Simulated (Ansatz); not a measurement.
```yaml
crystal:
  periodic: [false, false, false]
  atoms:
    - {symbol: B, position_ang: [-0.737186, 1.971917, 0.999972]}
    - {symbol: N, position_ang: [-1.148429, 0.737005, 0.496026]}
    - {symbol: Si, position_ang: [-0.270105, -0.387939, -0.526517]}
    - {symbol: C, position_ang: [-0.035477, -2.002475, 0.380586]}
    - {symbol: C, position_ang: [1.355575, 0.356077, -1.037884]}
    - {symbol: H, position_ang: [0.353474, 2.388145, 0.730239]}
    - {symbol: H, position_ang: [-1.478640, 2.604574, 1.698538]}
    - {symbol: H, position_ang: [-2.080650, 0.444065, 0.757919]}
    - {symbol: H, position_ang: [-1.113451, -0.647540, -1.730022]}
    - {symbol: H, position_ang: [0.452508, -2.740954, -0.261278]}
    - {symbol: H, position_ang: [0.583372, -1.861747, 1.270593]}
    - {symbol: H, position_ang: [-0.993533, -2.421807, 0.698739]}
    - {symbol: H, position_ang: [1.996825, 0.545549, -0.174294]}
    - {symbol: H, position_ang: [1.878186, -0.335130, -1.704701]}
    - {symbol: H, position_ang: [1.215429, 1.299662, -1.568615]}
basis:
  gaussian: {orbitals: def2-mTZVP}
total_charge: 4
magnetization: {spin_polarized: true, initial_magnetization: 0}
hamiltonian: {xc: {name: rPW86-PBE}}
output: {forces: true}
```

```sh
$ ansatz run in.yaml --threads 4 --pin off --events-out ev --progress --plain --max-ram 10444MiB
```

It prints (some lines left out):

```
Functional definition: rPW86-PBE
1334 factors; their error is unknown
mean field evaluation 1: about -12141.9739 eV, gradient 1.4e2 eV
mean field evaluation 2: about -11815.6994 eV, gradient 2.1e2 eV
mean field evaluation 4: about -12042.4394 eV, gradient 1.4e2 eV
mean field evaluation 8: about -12167.4955 eV, gradient 6.8e1 eV
mean field evaluation 16: about -12227.6202 eV, gradient 1.2e-2 eV
mean field -12228.62540581 eV, -449.3936948033 hartree, gradient 1.7e-5 eV, S^2 1.566057; 15 other end points of the search recorded, 0 dependent functions left out
reference -12228.62552571 eV, -449.3936992099 hartree; 22, 22 occupied and 106, 106 virtual orbitals, 1334 factors
Total energy: -12228.62552571 eV, -449.3936992099 hartree
Atom 0 at    -0.737186     1.971917     0.999972 Å, force     0.691221    -0.414609    -0.548342 eV/Å
Atom 1 at    -1.148429     0.737005     0.496026 Å, force    -0.217254    -1.136661    -0.473960 eV/Å
Atom 2 at    -0.270105    -0.387939    -0.526517 Å, force     0.355985     0.659769     0.220975 eV/Å
Atom 3 at    -0.035477    -2.002475     0.380586 Å, force     0.686476    -2.993478     1.211263 eV/Å
Atom 4 at     1.355575     0.356077    -1.037884 Å, force     2.846485    -0.087838    -1.382577 eV/Å
Atom 5 at     0.353474     2.388145     0.730239 Å, force     1.087805     1.911982     0.515848 eV/Å
Atom 6 at    -1.478640     2.604574     1.698538 Å, force    -1.055153     2.499723     1.903111 eV/Å
Atom 7 at    -2.080650     0.444065     0.757919 Å, force    -2.173526    -0.604329     0.430475 eV/Å
Atom 8 at    -1.113451    -0.647540    -1.730022 Å, force    -1.289437    -0.599798    -1.837164 eV/Å
Atom 9 at     0.452508    -2.740954    -0.261278 Å, force     0.507912    -0.460949    -1.342510 eV/Å
Atom 10 at     0.583372    -1.861747     1.270593 Å, force     0.886877     0.976269     1.069883 eV/Å
Atom 11 at    -0.993533    -2.421807     0.698739 Å, force    -1.797118    -0.113841     0.065165 eV/Å
Atom 12 at     1.996825     0.545549    -0.174294 Å, force     0.445078    -0.049654     1.502782 eV/Å
Atom 13 at     1.878186    -0.335130    -1.704701 Å, force     0.046482    -0.861436    -0.523753 eV/Å
Atom 14 at     1.215429     1.299662    -1.568615 Å, force    -1.021833     1.274851    -0.811197 eV/Å
Dipole moment:    -0.317608     0.598185     0.460992 e Å
```

(1) Something in this input is off. What?

## Answers

(1) The charge is far from anything that the molecule holds. The run converged. The result belongs to that input, not to the molecule as meant.
